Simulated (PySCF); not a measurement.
PySCF input file for Al(H)(F)(NMe2) (C2H7AlFN), SMILES [F][AlH][N](C)C, PBE-D3(BJ)/def2-SVP. Coordinates come from a PBE-D3(BJ)/def2-SVP optimisation. The values are those of a single conformer.

```python
import numpy as np
from pyscf import gto, scf, dft, df
from pyscf.hessian import thermo

mol = gto.M(
    atom='''
    Al   -0.63293741   -0.92771675   -0.00000000
    H    -2.19110857   -1.21128592   -0.00000000
    F     0.47834203   -2.19045803   -0.00000000
    N     0.02289380    0.73523260    0.00000000
    C     1.44130605    1.04554949    0.00000000
    C    -0.83148356    1.90761358    0.00000000
    H     1.73559880    1.64280092   -0.89664539
    H     1.73559880    1.64280092    0.89664539
    H     2.04437360    0.11548062    0.00000000
    H    -0.65872640    2.55082281    0.89673741
    H    -0.65872640    2.55082281   -0.89673741
    H    -1.90309326    1.61739115    0.00000000
    ''',
    basis='def2-SVP',
    charge=0,
    spin=0,
    max_memory=1600,
    verbose=3,
)
mf = dft.RKS(mol, xc='pbe').density_fit(auxbasis='def2-universal-jkfit')
mf.disp = 'd3bj'
mf.grids.level = 3
mf.conv_tol = 1e-11
mf.max_cycle = 100
mf.kernel()

# [left out here: the lines that compute and print the analytic Hessian (its translational invariance restored by hand, since the grid's response is missing), thermochemistry and intensities]
```

Output:

```
converged SCF energy = -476.872856823304

WARN: DFTD3 does not support analytical Hessian, using finite difference


WARN: Mole.unit (angstrom) is changed to Bohr

Mode                                 0                   1                   2
Irrep
Freq [cm^-1]                      106.6564            122.9793            202.9374
Reduced mass [au]                   3.7486              4.3223              1.5086
Force const [Dyne/A]                0.0251              0.0385              0.0366
Char temp [K]                     153.4548            176.9398            291.9818
Normal mode                   x     y     z       x     y     z       x     y     z
       0  Al                -0.00 -0.00  0.09   -0.04 -0.02 -0.00   -0.00  0.00 -0.05
       1   H                -0.00 -0.00  0.28   -0.02 -0.14 -0.00   -0.00  0.00 -0.19
       2   F                 0.00  0.00 -0.13    0.10  0.10  0.00   -0.00  0.00  0.01
       3   N                -0.00 -0.00  0.04   -0.06 -0.01  0.00    0.00 -0.00  0.14
       4   C                -0.00 -0.00  0.07   -0.03 -0.14 -0.00   -0.00 -0.00 -0.03
       5   C                 0.00  0.00 -0.12    0.04  0.06  0.00    0.00  0.00  0.00
       6   H                 0.04 -0.07  0.03    0.02 -0.17 -0.00   -0.03 -0.30 -0.24
       7   H                -0.04  0.07  0.03    0.02 -0.17  0.00    0.03  0.30 -0.24
       8   H                -0.00 -0.00  0.16   -0.13 -0.20 -0.00    0.00  0.00  0.26
       9   H                -0.02  0.10 -0.19    0.09  0.05 -0.00    0.15  0.19 -0.17
      10   H                 0.02 -0.10 -0.19    0.09  0.05  0.00   -0.15 -0.19 -0.17
      11   H                 0.00  0.00 -0.11    0.01  0.15  0.00    0.00 -0.00  0.24
Mode                                 3                   4                   5
Irrep
Freq [cm^-1]                      252.5950            277.8357            288.7031
Reduced mass [au]                   1.0331              4.5890              1.5824
Force const [Dyne/A]                0.0388              0.2087              0.0777
Char temp [K]                     363.4280            399.7437            415.3795
Normal mode                   x     y     z       x     y     z       x     y     z
       0  Al                 0.00 -0.00  0.01    0.07 -0.03 -0.00    0.00 -0.00  0.00
       1   H                 0.00 -0.00  0.02    0.08 -0.10 -0.00    0.00 -0.00  0.18
       2   F                -0.00 -0.00 -0.01   -0.01 -0.11  0.00   -0.00 -0.00  0.00
       3   N                -0.00  0.00 -0.02   -0.08  0.05  0.00   -0.00  0.00 -0.15
       4   C                -0.00 -0.00 -0.03   -0.07  0.01 -0.00   -0.00  0.00  0.05
       5   C                -0.00  0.00  0.03    0.03  0.14 -0.00    0.00  0.00  0.04
       6   H                 0.07 -0.32 -0.22   -0.06  0.00  0.00    0.21 -0.17  0.01
       7   H                -0.07  0.32 -0.22   -0.06  0.00 -0.00   -0.21  0.17  0.01
       8   H                -0.00 -0.00  0.36   -0.09 -0.00 -0.00   -0.00 -0.00  0.37
       9   H                -0.28 -0.22  0.25    0.12  0.12 -0.00    0.27  0.00 -0.01
      10   H                 0.28  0.22  0.25    0.12  0.12  0.00   -0.27 -0.00 -0.01
      11   H                -0.00  0.00 -0.39   -0.00  0.28 -0.00   -0.00  0.00  0.37
Mode                                 6                   7                   8
Irrep
Freq [cm^-1]                      349.9087            452.6737            607.8009
Reduced mass [au]                   2.7532              1.2850              1.6891
Force const [Dyne/A]                0.1986              0.1551              0.3677
Char temp [K]                     503.4408            651.2967            874.4902
Normal mode                   x     y     z       x     y     z       x     y     z
       0  Al                -0.07 -0.06  0.00   -0.00  0.00 -0.08   -0.05 -0.04 -0.00
       1   H                -0.07 -0.08  0.00    0.00 -0.00  0.87    0.06 -0.67 -0.00
       2   F                 0.02  0.02  0.00   -0.00  0.00  0.03   -0.00 -0.02  0.00
       3   N                 0.01 -0.06 -0.00    0.00 -0.00  0.05    0.04  0.07  0.00
       4   C                -0.02  0.12 -0.00    0.00  0.00  0.00    0.11  0.03 -0.00
       5   C                 0.12  0.01  0.00   -0.00 -0.00 -0.00   -0.05  0.06  0.00
       6   H                -0.14  0.19  0.00   -0.01  0.01  0.01    0.16 -0.00 -0.00
       7   H                -0.14  0.19 -0.00    0.01 -0.01  0.01    0.16 -0.00  0.00
       8   H                 0.15  0.23 -0.00    0.00  0.00 -0.01    0.04 -0.02 -0.00
       9   H                 0.21 -0.01 -0.00   -0.04  0.00  0.00   -0.13  0.08  0.00
      10   H                 0.21 -0.01  0.00    0.04 -0.00  0.00   -0.13  0.08 -0.00
      11   H                 0.08  0.15 -0.00   -0.00 -0.00 -0.05   -0.02 -0.04  0.00
Mode                                 9                  10                  11
Irrep
Freq [cm^-1]                      649.1867            844.2027            999.5767
[...]
Freq [cm^-1]                     1397.1908           1403.9496           1407.4666
Reduced mass [au]                   1.0360              1.2017              1.0392
Force const [Dyne/A]                1.1916              1.3955              1.2129
Char temp [K]                    2010.2465           2019.9709           2025.0311
Normal mode                   x     y     z       x     y     z       x     y     z
       0  Al                 0.00 -0.00  0.00    0.00 -0.00  0.00   -0.00  0.00  0.00
       1   H                -0.00  0.00  0.00   -0.01 -0.00 -0.00   -0.00 -0.00  0.00
       2   F                -0.00  0.00 -0.00   -0.00  0.00  0.00   -0.00  0.00 -0.00
       3   N                 0.00  0.00  0.01   -0.00 -0.01  0.00   -0.00 -0.00 -0.02
       4   C                 0.00  0.00 -0.02    0.08  0.01  0.00    0.00  0.00 -0.04
       5   C                -0.00  0.00  0.04   -0.06  0.07 -0.00   -0.00  0.00 -0.02
       6   H                -0.16  0.12  0.02   -0.29  0.08 -0.07   -0.36  0.27  0.04
       7   H                 0.16 -0.12  0.02   -0.29  0.08  0.07    0.36 -0.27  0.04
       8   H                -0.00 -0.00  0.27   -0.35 -0.26 -0.00    0.00  0.00  0.64
       9   H                 0.45 -0.04 -0.04    0.29 -0.16  0.08   -0.19  0.02  0.01
      10   H                -0.45  0.04 -0.04    0.29 -0.16 -0.08    0.19 -0.02  0.01
      11   H                 0.00 -0.00 -0.63    0.09 -0.45  0.00    0.00 -0.00  0.28
Mode                                21                  22                  23
Irrep
Freq [cm^-1]                     1427.4683           1452.1543           1940.5285
Reduced mass [au]                   1.0421              1.0697              1.0450
Force const [Dyne/A]                1.2511              1.3290              2.3185
Char temp [K]                    2053.8091           2089.3268           2791.9885
Normal mode                   x     y     z       x     y     z       x     y     z
       0  Al                -0.00 -0.00 -0.00    0.00  0.01 -0.00   -0.04 -0.01  0.00
       1   H                -0.00  0.00 -0.00    0.01 -0.00 -0.00    0.96  0.18 -0.00
       2   F                 0.00 -0.00 -0.00    0.00 -0.00 -0.00    0.00 -0.00  0.00
       3   N                -0.01  0.01 -0.00   -0.02 -0.06 -0.00   -0.00  0.00  0.00
       4   C                 0.00  0.04  0.00   -0.00 -0.01 -0.00    0.00 -0.00  0.00
       5   C                -0.02 -0.03  0.00   -0.01 -0.02  0.00   -0.00  0.00 -0.00
       6   H                -0.11 -0.38 -0.29    0.17  0.29  0.24   -0.00 -0.00 -0.00
       7   H                -0.11 -0.38  0.29    0.17  0.29 -0.24   -0.00 -0.00  0.00
       8   H                 0.21  0.16 -0.00   -0.18 -0.12  0.00    0.00  0.00 -0.00
       9   H                 0.17  0.29 -0.25    0.09  0.38 -0.29    0.01 -0.00  0.00
      10   H                 0.17  0.29  0.25    0.09  0.38  0.29    0.01 -0.00 -0.00
      11   H                 0.04 -0.23 -0.00    0.06 -0.24 -0.00   -0.00 -0.00  0.00
Mode                                24                  25                  26
Irrep
Freq [cm^-1]                     2892.0918           2898.4210           2942.0092
Reduced mass [au]                   1.0377              1.0390              1.1025
Force const [Dyne/A]                5.1140              5.1426              5.6222
Char temp [K]                    4161.0762           4170.1825           4232.8963
Normal mode                   x     y     z       x     y     z       x     y     z
       0  Al                 0.00  0.00  0.00    0.00  0.00 -0.00    0.00  0.00  0.00
       1   H                -0.00 -0.00  0.00   -0.00 -0.00 -0.00   -0.00 -0.00 -0.00
       2   F                -0.00 -0.00  0.00    0.00 -0.00  0.00    0.00 -0.00 -0.00
       3   N                 0.00 -0.00  0.00   -0.00 -0.00  0.00    0.00 -0.00 -0.00
       4   C                 0.02  0.02 -0.00   -0.03 -0.03  0.00    0.00  0.00  0.05
       5   C                 0.00 -0.04 -0.00    0.00 -0.03 -0.00    0.00 -0.00  0.07
       6   H                -0.08 -0.18  0.29    0.14  0.29 -0.46    0.10  0.22 -0.32
       7   H                -0.08 -0.18 -0.29    0.14  0.29  0.46   -0.10 -0.22 -0.32
       8   H                -0.08  0.13 -0.00    0.13 -0.21  0.00   -0.00  0.00  0.01
       9   H                 0.09  0.30  0.46    0.05  0.19  0.28   -0.09 -0.31 -0.43
      10   H                 0.09  0.30 -0.46    0.05  0.19 -0.28    0.09  0.31 -0.43
      11   H                -0.26 -0.08 -0.00   -0.16 -0.05 -0.00   -0.00 -0.00  0.01
Mode                                27                  28                  29
Irrep
Freq [cm^-1]                     2952.3531           3029.9092           3050.9144
Reduced mass [au]                   1.1051              1.0985              1.0982
Force const [Dyne/A]                5.6753              5.9419              6.0228
Char temp [K]                    4247.7788           4359.3647           4389.5865
Normal mode                   x     y     z       x     y     z       x     y     z
       0  Al                -0.00 -0.00  0.00   -0.00  0.00  0.00   -0.00 -0.00  0.00
       1   H                 0.00  0.00  0.00    0.00 -0.00  0.00    0.00 -0.00  0.00
       2   F                -0.00  0.00 -0.00    0.00  0.00  0.00    0.00  0.00  0.00
       3   N                 0.00  0.00 -0.00    0.00 -0.00 -0.00    0.00  0.00  0.00
       4   C                 0.00  0.00  0.07    0.00 -0.00 -0.00   -0.03  0.08  0.00
       5   C                -0.00  0.00 -0.05   -0.08 -0.04  0.00   -0.00 -0.00 -0.00
       6   H                 0.13  0.29 -0.43    0.00  0.00 -0.00   -0.05 -0.09  0.16
       7   H                -0.13 -0.29 -0.43    0.00  0.00  0.00   -0.05 -0.09 -0.16
       8   H                -0.00  0.00  0.02   -0.00  0.01 -0.00    0.49 -0.77  0.00
       9   H                 0.08  0.23  0.32    0.02  0.11  0.17    0.00 -0.00  0.00
      10   H                -0.08 -0.23  0.33    0.02  0.11 -0.17    0.00 -0.00 -0.00
      11   H                 0.00  0.00 -0.01    0.87  0.24  0.00    0.01  0.00 -0.00
temperature 298.1500 [K]
pressure 101325.00 [Pa]
Rotational constants [GHz] 7.09227 2.48691 1.88581
Symmetry number 1
Zero-point energy (ZPE) 0.08896 [Eh]   233572.508 [J/mol]
                           tot       elec      trans        rot        vib
Entropy [J/mol/K]       346.223      0.000    165.013    111.594     69.616
Cv [J/mol/K]            102.738      0.000     12.472     12.472     77.795
Cp [J/mol/K]            111.053      0.000     20.786     12.472     77.795
Internal energy [J/mol]                      3718.434   3718.434 245402.315
Internal energy [Eh]   -476.77656  -476.87286
Enthalpy [J/mol]                             6197.391   3718.434 245402.315
Enthalpy [Eh]          -476.77561
Gibbs free energy [J/mol]                  -43001.164 -29553.187 224646.177
Gibbs free energy [Eh] -476.81493
mode   freq/cm-1   IR/(km/mol)
   1      106.66         1.123
   2      122.98         4.702
   3      202.94         4.421
   4      252.60         0.313
   5      277.84        11.796
   6      288.70         3.505
   7      349.91         8.625
   8      452.67       105.691
   9      607.80        34.770
  10      649.19        82.831
  11      844.20       105.428
  12      999.58       104.363
  13     1052.77         2.300
  14     1072.37         0.030
  15     1126.13         0.098
  16     1203.13        76.583
  17     1267.35        34.319
  18     1379.01         1.763
  19     1397.19         1.376
  20     1403.95        16.061
  21     1407.47         9.414
  22     1427.47        21.323
  23     1452.15         1.274
  24     1940.53       116.428
  25     2892.09        64.749
  26     2898.42       136.264
  27     2942.01        91.403
  28     2952.35         1.643
  29     3029.91        17.838
  30     3050.91        10.697
max |gradient| / (hartree/bohr): 0.0002497256520053203
APT charges: [ 1.2538 -0.2993 -0.5796 -0.8002  0.3569  0.3534 -0.0731 -0.0731  0.0086
 -0.0714 -0.0714 -0.0045]
```

The calculation finished and met its thresholds.
